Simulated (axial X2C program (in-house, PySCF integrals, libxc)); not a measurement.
## Working with the constants of ZnB

A bond curve at the PBE0 level, with spin–orbit coupling, was computed with an in-house all-electron X2C program for linear molecules (integrals from PySCF) (basis Zn dyall-cv3z [9s10p6d3f2g], B dyall-v3z [7s6p2d1f] (cores contracted in-house)) for the state Ω = 1/2 (⟨Sz⟩ = -0.50, ⟨Lz⟩ = 1.00 at PBE0). Its fit gives Re = 2.2072 Å, ωe = 327.3 cm⁻¹, ωexe = 5.52 cm⁻¹ and αe = 6.935e-03 cm⁻¹; the masses are 63.9291 and 11.0093 u. Two-component means X2C with spin–orbit coupling and atomic mean-field Coulomb and Gaunt terms.

Task: Find the reduced mass, Be and the force constant.

Result: From the PBE0 values: μ = 9.3919 u. Be = 16.8576/(μ Re²) = 0.3684 cm⁻¹. k = 5.8918×10⁻⁷ μ ωe² = 0.593 mdyn/Å.

Task: Estimate the centrifugal constant by the Kratzer relation.

Result: D = 4Be³/ωe² = 1.87e-06 cm⁻¹.

Task: Where do the fundamental and the first overtone lie?

Result: ν(1←0) = ωe − 2ωexe = 316.3 cm⁻¹; ν(2←0) = 2ωe − 6ωexe = 621.5 cm⁻¹.

Task: Estimate De from a Morse curve and compare with the computed well depth of 0.479 eV to Zn + B.

Result: De(Morse) = ωe²/(4ωexe) = 0.602 eV against 0.479 eV computed, a ratio of 1.26. The extrapolation overshoots: the well softens faster than a Morse curve, or the lowest atomic limit lies below the one to which the curve heads.

Task: The dipole moment p changes by 0.41 D/Å at Re. What harmonic infrared intensity follows?

Result: I = 42.256 × (dp/dR)²/μ = 0.76 km/mol.

The state is one determinant whose occupation by symmetry is held fixed; it was picked as the lowest of a PBE0 search that is not exhaustive. Dissociation energies refer to the lowest single-determinant-based atoms at the same level and basis. Density functionals use the spin component along the axis (collinear). In 2c an atomic determinant is not the ground J level, so De misses part of the atomic spin–orbit lowering. This holds for PBE0. Without a current term, density functionals place determinants with orbital angular momentum somewhat too high. The atomic limit has a lower orbital projection than the molecule and lies lower at mean-field level, so De may be about a tenth of an eV too small. The levels of this run spread widely (ωe from 327 to 412 cm⁻¹), so these constants depend on the method.
